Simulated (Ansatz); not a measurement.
The first iterations of a band of BH₄NSSi (8 atoms, charge 0, multiplicity 1).

Method: Ansatz, RKS BHLYP-D4/def2-SVP.

```yaml
movable_images: 7
climbing_image: yes
spring: 5.0 eV/Å²
optimiser: quadratic models (default)
start_path: through a guess of the saddle point
force_threshold: 0.05 eV/Å
iteration_limit: 60
end_points: relaxed
```

Initial state:

```xyz
8
Properties=species:S:1:pos:R:3
N -0.613 1.594 -0.276
B -0.198 0.280 -0.261
Si 0.626 -1.275 0.538
S -0.274 -1.093 -1.436
H -1.079 2.008 -1.065
H -0.476 2.218 0.498
H 2.080 -1.533 0.543
H -0.066 -2.199 1.460
```

Final state:

```xyz
8
Properties=species:S:1:pos:R:3
N -0.389 1.435 -0.209
B 0.014 0.115 -0.277
Si 1.020 -1.942 0.275
S -0.365 -1.221 -1.365
H -1.039 1.827 -0.868
H -0.062 2.081 0.486
H 0.877 -0.170 0.624
H -0.058 -2.125 1.333
```

| iteration | highest image above the first end (eV) | largest band force component (eV/Å) |
| --- | --- | --- |
| 1 | 3.067 | 11.468 |
| 2 | 2.309 | 4.639 |
| 3 | 1.773 | 1.675 |

Does the band converge within its limit, and where does its top end?

The forces met the threshold. It ended after 10 iterations with the highest image 1.455 eV above the first end. A vibrational analysis at the climbing image gives one clearly imaginary mode, 593i cm⁻¹: a first-order saddle point.

Time of the run: 3.4 min on 2 threads of Arm Neoverse N1, with other jobs on the host, peak memory 0.17 GiB.
